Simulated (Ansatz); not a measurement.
```yaml
crystal:
  periodic: [false, false, false]
  atoms:
    - {symbol: O, position_ang: [0.388378, 2.039385, 0.687855]}
    - {symbol: C, position_ang: [0.161616, 0.824736, 0.211475]}
    - {symbol: N, position_ang: [0.017114, -0.241313, 0.906749]}
    - {symbol: Si, position_ang: [-0.217953, -1.229295, -0.511606]}
    - {symbol: S, position_ang: [0.045759, 0.651982, -1.561148]}
    - {symbol: H, position_ang: [0.421606, 1.955501, 1.652744]}
    - {symbol: H, position_ang: [0.839159, -2.230334, -0.779744]}
    - {symbol: H, position_ang: [-1.563578, -1.827761, -0.661925]}
basis:
  gaussian: {orbitals: cc-pVTZ, final_grid: {core_spheres: 20, valence_spheres: 16, degree: 47}}
total_charge: 1
magnetization: {spin_polarized: true, initial_magnetization: 5}
hamiltonian: {xc: {name: PBE}}
scf: {lower_state_search: light}
```

```sh
$ ansatz run in.yaml --threads 2 --pin off --events-out ev --progress --plain --max-ram 4352MiB
```

Shortened log:

```
Functional definition: PBE
1229 factors; their error is unknown
mean field evaluation 1: about -23268.2670 eV, gradient 8.6e1 eV
mean field evaluation 2: about -22610.2635 eV, gradient 2.8e2 eV
mean field evaluation 4: about -23215.0198 eV, gradient 1.2e2 eV
mean field evaluation 8: about -23304.8912 eV, gradient 5.3e0 eV
mean field evaluation 16: about -23305.0254 eV, gradient 3.3e-2 eV
mean field -23305.02539514 eV, -856.4438865579 hartree, gradient 4.9e-5 eV, S^2 8.758999; 6 other end points of the search recorded, 0 dependent functions left out
reference -23305.02543459 eV, -856.4438880075 hartree; 29, 24 occupied and 171, 176 virtual orbitals, 1229 factors
Total energy: -23305.02543459 eV, -856.4438880075 hartree
```

(1) Something in this input is off. What?

Answers

(1) The spin is set far too high for this molecule. The run converged. The result belongs to that input, not to the molecule as meant.
